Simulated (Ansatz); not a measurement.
ClH$_{3}$O$_{3}$SW, SMILES `[OH][W]([OH])([OH])(=[S])[Cl]` at its PBE0-D4/def2-TZVP geometry, where that method's forces vanish. The species carries charge 0 and has multiplicity 1. W takes the def2 core potential.

```xyz
9

O    -0.1906    0.3691   -1.7866
W     0.1579    0.0955    0.0387
O    -0.3052   -0.8140    1.6156
O    -0.9211    1.5441    0.5061
S     2.1585    0.7060    0.3183
Cl    0.2827   -2.1786   -0.7479
H    -0.2118   -0.3519   -2.4211
H    -0.3505   -1.7723    1.6642
H    -0.6198    2.4022    0.8127
```

**Question.** What forces (eV/Å) does ωB97M-V/def2-TZVPP give on these atoms in Ansatz? (Estimate.)

**Answer.** The calculation gave: 
```
O1  -0.051 -0.043  0.003
W2   0.396  0.156  0.067
O3  -0.050 -0.030 -0.032
O4   0.008  0.019  0.006
S5  -0.276 -0.082 -0.038
Cl6 -0.003 -0.076 -0.026
H7   0.000  0.042  0.032
H8   0.002  0.052  0.000
H9  -0.025 -0.038 -0.014
```
